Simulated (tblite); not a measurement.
Compound: C₃H₈O₃S₂.
Atom-mapped SMILES: `[CH3:1][S:2][CH2:3][CH2:4][S:5](=[O:6])(=[O:7])[OH:8]` (hydrogens: H9, H10, H11 on C1; H12, H13 on C3; H14, H15 on C4; H16 on O8)

Computed with GFN2-xTB (tblite), gas phase: Langevin dynamics at 200 K from the optimised GFN2-xTB geometry, time step 0.5 fs, friction 0.01 fs⁻¹, 2000 steps.

Start geometry:
```
atom  x, y, z in Å
C1      1.931   -0.523    0.960
S2      1.933    1.192    0.378
C3      0.735    1.127   -0.994
C4     -0.699    1.250   -0.533
S5     -1.273   -0.333    0.115
O6     -1.220   -0.404    1.544
O7     -0.704   -1.405   -0.634
O8     -2.837   -0.190   -0.270
H9      2.763   -0.606    1.653
H10     2.079   -1.188    0.115
H11     0.997   -0.745    1.464
H12     1.003    1.960   -1.645
H13     0.871    0.187   -1.527
H14    -1.374    1.457   -1.358
H15    -0.825    1.978    0.263
H16    -3.388   -0.482    0.458
```

The statistics below take the 31 frames saved every 25 fs from 250 to 1000 fs; their kinetic temperature (all 3N coordinates) averages 210 K.

Task: Give the mean, spread and extremes of the bond lengths.

Result: 
```tsv
bond	start (Å)	mean (Å)	standard deviation (Å)	shortest (Å)	longest (Å)
C1–S2	1.811	1.816	0.027	1.770	1.877
S2–C3	1.823	1.828	0.034	1.764	1.899
C3–C4	1.511	1.513	0.024	1.461	1.560
C4–S5	1.804	1.809	0.029	1.754	1.884
S5=O6	1.432	1.438	0.019	1.386	1.470
S5=O7	1.427	1.426	0.016	1.403	1.472
S5–O8	1.618	1.622	0.035	1.556	1.690
C1–H9	1.086	1.089	0.017	1.049	1.124
C1–H10	1.085	1.085	0.021	1.029	1.138
C1–H11	1.085	1.092	0.031	1.037	1.152
C3–H12	1.091	1.094	0.021	1.052	1.160
C3–H13	1.090	1.091	0.027	1.046	1.138
C4–H14	1.086	1.091	0.024	1.037	1.130
C4–H15	1.085	1.092	0.030	1.027	1.150
O8–H16	0.959	0.961	0.024	0.916	1.010
```

Task: Give the same statistics for bond angles, one of each kind among heavy atoms.

Result: 
| angle | start (°) | mean (°) | standard deviation (°) | smallest (°) | largest (°) |
| --- | --- | --- | --- | --- | --- |
| C1–S2–C3 | 102.0 | 102.4 | 3.2 | 96.5 | 110.0 |
| S2–C3–C4 | 113.1 | 112.9 | 3.8 | 106.6 | 122.0 |
| C3–C4–S5 | 109.9 | 109.6 | 2.5 | 105.2 | 115.2 |
| C4–S5–O6 | 113.0 | 113.2 | 3.6 | 106.5 | 121.2 |
| C4–S5–O7 | 110.1 | 109.6 | 2.5 | 104.6 | 114.1 |
| C4–S5–O8 | 98.3 | 98.5 | 3.8 | 88.3 | 105.9 |
| O6–S5–O7 | 118.2 | 117.7 | 2.3 | 114.4 | 123.5 |
| O6–S5–O8 | 106.1 | 106.7 | 2.3 | 102.6 | 111.3 |
| O7–S5–O8 | 109.0 | 109.0 | 3.3 | 100.6 | 114.7 |

Task: Follow the torsions C1–S2–C3–C4, S2–C3–C4–S5 and C3–C4–S5–O6 through every second one of these frames.

Result: 
```csv
t (fs),C1–S2–C3–C4 (°),S2–C3–C4–S5 (°),C3–C4–S5–O6 (°)
250,87,-86,92
300,86,-85,94
350,83,-82,95
400,87,-81,90
450,91,-80,96
500,84,-77,104
550,79,-77,101
600,87,-75,88
650,102,-82,91
700,94,-73,78
750,94,-79,84
800,93,-72,91
850,89,-78,90
900,90,-75,92
950,106,-82,94
1000,103,-80,85
```

Largest departure from the start value over all these frames: C1–S2–C3–C4 23° (start 83°), S2–C3–C4–S5 8° (start -79°), C3–C4–S5–O6 23° (start 99°).

Task: How widely does the potential energy scatter, against a harmonic estimate?

Result: Mean 0.37 eV above the start, standard deviation 0.075 eV, range 0.24 to 0.49 eV. For 42 classical harmonic modes at 200 K the canonical values are 42kT/2 = 0.36 eV and kT·√(42/2) = 0.079 eV.

The run is classical and short, so these are rough statistics of one trajectory.

What follows is the cost of the whole dynamics run. On an Arm Neoverse V1 with one thread, shared host with 64 logical CPUs at a one-minute load of 44, this took 14 s and 0.18 GiB of memory at its peak.
